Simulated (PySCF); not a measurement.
Gas-phase reaction: 3 BCl2OH ⇌ B3O3H3 + 6 Cl

Computed with PySCF (xtb for GFN2) and rigid-rotor harmonic-oscillator thermochemistry at 1 bar. † marks an energy on the PBE0/def2-TZVP geometry and frequencies; other levels use their own. CCSD(T) freezes the core. 6-31G* has spherical d functions here. Open shells (unrestricted): Cl (multiplicity 2); the rest are closed-shell singlets. GFN2 has no spin-polarisation term. Spin-orbit splitting is ignored; it lowers the true energy and changes the entropy of Cl. BCl2OH: computed as isolated molecules; such fragments, hydroxides, amides, oligomers or adducts are transient or little studied in the gas. CCSD(T) isn't extrapolated to the basis-set limit.

```tsv
level	ΔH°(298 K), kJ
CCSD(T)/def2-SVP†	1285
GFN2-xTB	1140
HF/6-31G*	799
M06-2X/def2-TZVP†	[?]
PBE0/def2-QZVP†	1428
r2SCAN/def2-TZVP†	[?]
LDA/def2-TZVP†	[?]
```

Fill in the missing entries.


- M06-2X/def2-TZVP†, ΔH°(298 K), kJ: 1391
- r2SCAN/def2-TZVP†, ΔH°(298 K), kJ: 1441
- LDA/def2-TZVP†, ΔH°(298 K), kJ: 1733
